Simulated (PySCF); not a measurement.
Two species compared at the same levels of theory.

First species: C₇H₁₂N₂.
Atom-mapped SMILES: `[CH3:1][c:2]1[cH:3][cH:4][n:5][n:6]1[CH:7]([CH3:8])[CH3:9]` (hydrogens: H10, H11, H12 on C1; H13 on C3; H14 on C4; H15 on C7; H16, H17, H18 on C8; H19, H20, H21 on C9)

Second species: C6H8OS2.
InChI=1S/C6H8OS2/c1-7-4-5-2-3-6(8)9-5/h2-3,8H,4H2,1H3

Levels: PBE0/pcSseg-1 for dipole moment, HOMO energy, LUMO energy and HOMO–LUMO gap; GFN2-xTB for rotational constant A and rotational constant C. Geometries: GFN2-xTB. All species are isolated and taken at one optimised geometry, non-relativistic unless stated. Electronic properties by PySCF.

The conformers computed, where there is a choice (atom-mapped SMILES and torsion angles):
- `[CH3:1][c:2]1[cH:3][cH:4][n:5][n:6]1[CH:7]([CH3:8])[CH3:9]`: N5–N6–C7–C8 61°
- `[CH3:1][O:2][CH2:3][c:4]1[cH:5][cH:6][c:7]([SH:8])[s:9]1`: C1–O2–C3–C4 68°, O2–C3–C4–C5 50°, H–S8–C7–C6 179°

Values for the first species:

```
Dipole moment         : 2.57 D
HOMO energy           : -6.68 eV
LUMO energy           : 0.75 eV
HOMO–LUMO gap         : 7.43 eV
Rotational constant A : 2.484 GHz
Rotational constant C : 1.129 GHz
```

Q: Estimate the same properties for the second species, and the change in each.

A: 
```
             property      first     second  second less first
        dipole moment     2.57 D     1.07 D            -1.50 D
          HOMO energy   -6.68 eV   -6.12 eV           +0.56 eV
          LUMO energy    0.75 eV   -0.64 eV           -1.39 eV
        HOMO–LUMO gap    7.43 eV    5.48 eV           -1.95 eV
rotational constant A  2.484 GHz  3.183 GHz         +0.699 GHz
rotational constant C  1.129 GHz  0.563 GHz         -0.566 GHz
```

On the first: The dipole equals about 8.6 × 10⁻³⁰ C·m (1 D = 3.33564 × 10⁻³⁰ C·m). A dipole of 2.57 D is allowed in Cs, and pure rotational transitions are dipole-allowed.

On the second: The dipole equals about 3.6 × 10⁻³⁰ C·m (1 D = 3.33564 × 10⁻³⁰ C·m).
